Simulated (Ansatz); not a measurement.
`C=[CH][InH][Cl]` + H₂Se → `[Cl][InH][SeH]` + ethylene  (ligand exchange at the In–C bond)

Gas-phase electronic energies from Ansatz, PBE0-D4/def2-TZVP geometries. CBS: MP2 limit from def2 TZ/QZ plus the TZ coupled-cluster correction, frozen cores. This one scheme is used for every species. Functionals use def2-TZVPP. HSE06 is defined as in plane-wave codes. Elements past krypton have def2 core potentials. For In, Se outer-core shells are correlated without core-valence functions, which leaves a few kJ/mol of doubt a bond. Scalar relativity is left out up to krypton. Each species was taken in one conformer, which may not be the lowest.

**Question.** Is it downhill or uphill in electronic energy at CCSD(T)/CBS, and by how much? (Estimate.)

**Answer.** Ansatz gave: Downhill: ΔE = -1.26 eV.

**Question.** What do these levels give: LDA (SPW92), revPBE-D4, HSE06-D4, B2PLYP, BLYP, r2SCAN, LC-ωPBE, HF/def2-SVP, MP2/def2-SVP, CCSD(T)/def2-SVP, CCSD(T)/def2-TZVPP, HF/def2-QZVPP? (An estimate is asked.)

**Answer.** The calculation gave: LDA (SPW92) -1.20, revPBE-D4 -1.22, HSE06-D4 -1.29, B2PLYP -1.28, BLYP -1.28, r2SCAN -1.29, LC-ωPBE -1.24, HF/def2-SVP -1.38, MP2/def2-SVP -1.27, CCSD(T)/def2-SVP -1.25, CCSD(T)/def2-TZVPP -1.20, HF/def2-QZVPP -1.41 eV.

Largest T1 diagnostic among the species: 0.013.

From PBE to PBE0 (25 % exact exchange), in def2-TZVPP and without D4, ΔE moves by −0.03 eV. Leaving LDA and LC-ωPBE aside and taking each functional with its dispersion term where it has one, the values, not all of them listed here, spread over 0.11 eV, from BHLYP-D4 to revPBE-D4. LDA lies +0.07 eV from PBE without D4.
